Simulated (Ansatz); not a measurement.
Job for Ansatz (a quantum-chemistry and plane-wave program): U-CCSD(T)/cc-pV(D+d)Z on F2Si (SMILES F[Si]F), a point of a bond scan (R = 3.218 Å). Files ending in .json are basis or fitting sets from the Basis Set Exchange.

Ansatz 0.2 input:
```yaml
crystal:
  periodic: [false, false, false]
  atoms:
    - {symbol: Si, position_ang: [0.01300632, 0.00212733, 0.57701376]}
    - {symbol: F, position_ang: [2.01003256, -1.40819401, -1.51547590]}
    - {symbol: F, position_ang: [-1.03175149, 0.69972417, -0.42834589]}
basis:
  gaussian:
    orbitals: cc-pV_D+d_Z.json
correlation: {method: ccsd_t, electrons: outside_noble_gas}
scf: {omitted_lower_state_checks: [cluster_reference]}
magnetization: {spin_polarized: true, initial_magnetization: 0}
```

Problem. What total energy does the run end on?

Solution. -488.1785 hartree (reference determinant -487.7426, T1 diagnostic 0.059). Its determinant has ⟨S²⟩ = 0.97, a mixture of spin states.

Problem. How many basis functions does it have, and what does it roughly cost on one machine?

Solution. 51 functions; roughly 5 core-seconds.
